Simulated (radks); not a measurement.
Xe II, 53 electrons, occupied as [Kr] 4d10 5s2 5p5.

Calculated with a radial shooting solver on a logarithmic mesh with Libxc functionals: scalar-relativistic Kohn-Sham, PBE, spin-polarised, spherical densities, finite nucleus; open shells are filled with parallel spins first (spin-orbit coupling, left out, can overturn this in heavy ions); Fermi nuclear charge, rms radius 4.7859 fm.

Energy parts (Ry):
| part | energy |
|---|---|
| total | -14893.16637 |
| kinetic | 15660.71177 |
| electron-nucleus | -36007.85502 |
| Hartree | 5826.50758 |
| exchange-correlation | -372.53069 |

Orbitals (lengths in bohr, moments of r in powers of bohr):
| orbital | occ. | eigenvalue (Ry) | <r> | <1/r> | <r^4> |
|---|---|---|---|---|---|
| 1s up | 1 | -2526.929 | 0.02666 | 58.10 | 2.434e-06 |
| 1s down | 1 | -2526.926 | 0.02666 | 58.10 | 2.434e-06 |
| 2s up | 1 | -393.9025 | 0.1146 | 13.33 | 0.0004121 |
| 2s down | 1 | -393.9011 | 0.1146 | 13.33 | 0.0004121 |
| 2p up | 3 | -353.5350 | 0.1003 | 12.73 | 0.0002986 |
| 2p down | 3 | -353.5326 | 0.1003 | 12.73 | 0.0002986 |
| 3s up | 1 | -81.16079 | 0.3064 | 4.792 | 0.01748 |
| 3s down | 1 | -81.15831 | 0.3064 | 4.792 | 0.01748 |
| 3p up | 3 | -68.12175 | 0.3044 | 4.552 | 0.01833 |
| 3p down | 3 | -68.11891 | 0.3044 | 4.552 | 0.01833 |
| 3d up | 5 | -48.78360 | 0.2809 | 4.311 | 0.01583 |
| 3d down | 5 | -48.78087 | 0.2809 | 4.311 | 0.01583 |
| 4s up | 1 | -15.25331 | 0.7167 | 1.951 | 0.4935 |
| 4s down | 1 | -15.24751 | 0.7167 | 1.951 | 0.4932 |
| 4p up | 3 | -11.12420 | 0.7648 | 1.791 | 0.6726 |
| 4p down | 3 | -11.11829 | 0.7647 | 1.791 | 0.6713 |
| 4d up | 5 | -5.10526 | 0.8766 | 1.513 | 1.363 |
| 4d down | 5 | -5.09655 | 0.8753 | 1.514 | 1.350 |
| 5s up | 1 | -2.16095 | 1.825 | 0.7155 | 21.19 |
| 5s down | 1 | -2.10959 | 1.824 | 0.7174 | 21.27 |
| 5p up | 3 | -1.27452 | 2.183 | 0.5909 | 46.38 |
| 5p down | 2 | -1.22202 | 2.194 | 0.5892 | 47.98 |

The highest occupied level is 5p down at -16.626 eV. The density falls to 0.001 e/bohr^3 at r = 4.12 bohr. The electron density at the nucleus is 2.806e+05 e/bohr^3 (large components only). Spin moment in Bohr magnetons: 1. For comparison, the ionisation energy in NIST's Atomic Spectra Database is 20.975 eV (semi-empirical). In exact Kohn-Sham theory the highest level is minus the ionisation energy, but local and semilocal functionals leave it too shallow, through self-interaction and a potential that decays too fast; potentials with the right tail come closer.
